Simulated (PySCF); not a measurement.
Cartesian coordinates in Å; atom numbers follow the order of the lines, from 1:
```xyz
15

C     1.8773   -0.1836   -1.0966
O     0.7133    0.5269   -0.7946
C    -0.0022    0.0270    0.3297
Si   -0.7862    1.5407    1.1683
Si   -1.2702   -1.2859   -0.2172
H     2.3120    0.2604   -2.0030
H     2.6219   -0.1164   -0.2789
H     1.6755   -1.2544   -1.2907
H     0.6860   -0.4249    1.0752
H    -1.7100    2.2241    0.2165
H    -1.5628    1.0985    2.3686
H     0.2855    2.4901    1.5916
H    -0.6037   -2.3557   -1.0213
H    -2.3221   -0.6426   -1.0591
H    -1.9110   -1.9116    0.9808
```

Geometry: PBE0-D3(BJ)/def2-SVP; GIAO shifts from PySCF 2.14, gas phase, non-relativistic, averaged over equivalent atoms.

At mPW1PW91/pcSseg-1 (149 basis functions, 14 s wall time on 1 thread of an Arm Neoverse V1, shared host):
```tsv
atoms	δ (ppm)
C1	60.7
C3	55.3
O2	-10.3
Si4/Si5	-70.9
H10/H11/H12/H13/H14/H15	3.92
H6/H7/H8	3.25
H9	2.68
```

δ = σ(ref) − σ, references computed at the same level: TMS for ¹³C (σ = 183.54 ppm), ²⁹Si (σ = 350.83 ppm), ¹H (σ = 31.32 ppm); H2O for ¹⁷O (σ = 333.30 ppm).

Problem. Estimate the result of repeating the calculation with BLYP/pcSseg-1.

Solution. 
| atoms | δ at BLYP/pcSseg-1 | change |
| --- | --- | --- |
| C1 | 63.4 | +2.7 |
| C3 | 61.4 | +6.1 |
| O2 | 12.5 | +22.8 |
| Si4/Si5 | -79.0 | -8.1 |
| H10/H11/H12/H13/H14/H15 | 3.90 | -0.02 |
| H6/H7/H8 | 3.40 | +0.15 |
| H9 | 2.81 | +0.13 |

References, each an isolated molecule treated in the same way: ¹³C (σ = 175.31 ppm) and ²⁹Si (σ = 323.46 ppm) and ¹H (σ = 31.36 ppm) vs TMS; ¹⁷O (σ = 333.67 ppm) against H2O.

The largest change is at O2 (ether oxygen). Cost: 149 basis functions, 22 s wall time on 1 thread of an Arm Neoverse V1, shared host.

Experimental scales use liquid or dissolved standards, which lie at an offset from isolated H2O (liquid H2O: subtract about 36 ppm).
